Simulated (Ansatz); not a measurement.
A structure relaxed at PBE0-D4/def2-TZVP, charge 0, multiplicity 1:

```xyz
11

O    -0.2359   -0.5577   -1.8743
Si   -1.3483   -0.5591   -0.6569
P    -0.5523   -0.2544    1.4216
Si    1.1696    1.0782    0.8522
H     0.4812   -1.1916   -1.8280
H    -2.1137   -1.8356   -0.6262
H    -2.2489    0.5756   -0.9622
H     0.2077   -1.4561    1.4461
H     2.1170    0.4518   -0.1065
H     0.6043    2.3125    0.2499
H     1.9194    1.4365    2.0843
```

(1) Give its formula and SMILES.

(2) Summarise the bond lengths by kind.

Answers

(1) H7OPSi2, `O[SiH2]P[SiH3]`.

(2) 1 × O–Si 1.649 Å; 1 × H–O 0.958 Å; 2 × P–Si 2.247 to 2.251 Å; 5 × H–Si 1.481 to 1.489 Å; 1 × H–P 1.422 Å.

Program: Ansatz 0.2.0.
